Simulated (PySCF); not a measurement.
# How methods differ on the excitation energy of Ne²⁺

Ne²⁺ [He] 2s2 2p4 (3P) → Ne²⁺ [He] 2s2 2p3 3d1 (5D), as a difference of total energies. Computed with PySCF 2.14 in dyall-av3z, with the spin-free X2C one-electron Hamiltonian (Gaussian nucleus). Correlated levels: valence: 1s2 frozen; virtual orbitals above 40 to 60 times the deepest correlated orbital energy dropped. The calculations carry no spin-orbit coupling.

```
           method  excitation energy (cm⁻¹)
              UHF                    434440
              LDA                    436030
              PBE                    436390
             PBE0                    438060
           r2SCAN                    439300
             BLYP                    437270
          r2SCANh                    439540
           M06-2X                    438260
          LC-wPBE                    440890
    MP2 (valence)                    441400
SCS-MP2 (valence)                    443100
```

A first-order spin-orbit estimate (lowest level to lowest level, LS coupling) adds 0.037 eV.

The promoted electron is Rydberg-like, and one or two diffuse shells describe it only roughly, which tends to raise the upper state.
